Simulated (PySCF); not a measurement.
## KAs⁺: energy against distance

Set-up: K pcseg-1, As pcseg-1; no relativity (PySCF 2.14). Energies in eV from K⁺ + As in their ground configurations at the same level. State: ⁴Σ⁻ (quartet), unpaired electrons σ ↑, π ↑↑.

All columns are PBE0. A positive dipole points towards As; it is taken about the centre of mass and depends on that origin.

| R (Å) | E (eV) | μ (D) | Mulliken charge on K (basis-dependent) | HOMO (eV) | LUMO (eV) | Mayer bond order | ⟨S²⟩ |
| --- | --- | --- | --- | --- | --- | --- | --- |
| 3.153 | -0.073 | -8.26 | 0.92 | -11.62 | -7.62 | 0.16 | 3.75 |
| 3.299 | -0.125 | -8.76 | 0.92 | -11.46 | -7.50 | 0.16 | 3.75 |
| 3.446 | -0.151 | -9.26 | 0.92 | -11.31 | -7.36 | 0.16 | 3.75 |
| 3.556 | -0.159 | -9.65 | 0.92 | -11.20 | -7.26 | 0.15 | 3.75 |
| 3.666 | -0.161 | -10.04 | 0.93 | -11.09 | -7.15 | 0.15 | 3.75 |
| 3.776 | -0.159 | -10.44 | 0.93 | -10.99 | -7.04 | 0.14 | 3.75 |
| 3.923 | -0.151 | -10.97 | 0.94 | -10.85 | -6.90 | 0.13 | 3.75 |
| 4.106 | -0.137 | -11.65 | 0.94 | -10.69 | -6.72 | 0.11 | 3.75 |
| 4.326 | -0.118 | -12.46 | 0.95 | -10.51 | -6.50 | 0.09 | 3.75 |
| 4.619 | -0.094 | -13.55 | 0.96 | -10.29 | -6.23 | 0.07 | 3.75 |

A fit through these points gives, at Re = 3.650 Å, μ = -9.99 D and dμ/dR = -3.58 D/Å; the reduced mass is 25.63 u.

How strong is the fundamental in the double-harmonic approximation, I = 42.26·(dμ/dR)²/μred km/mol?

I = 42.26·(-3.58)²/25.63 = 21.1 km/mol at PBE0.

The bond is weak. Basis-set superposition, not corrected here, can be much of De in a small basis, most of all at correlated wavefunction levels. Spin–orbit coupling is left out. For an ion De counts to the pair picked by the measured ionisation energies or electron affinities, which need not be the lowest pair at this level. The state is the lowest determinant that a PBE0 search found; another state may lie lower at other levels.
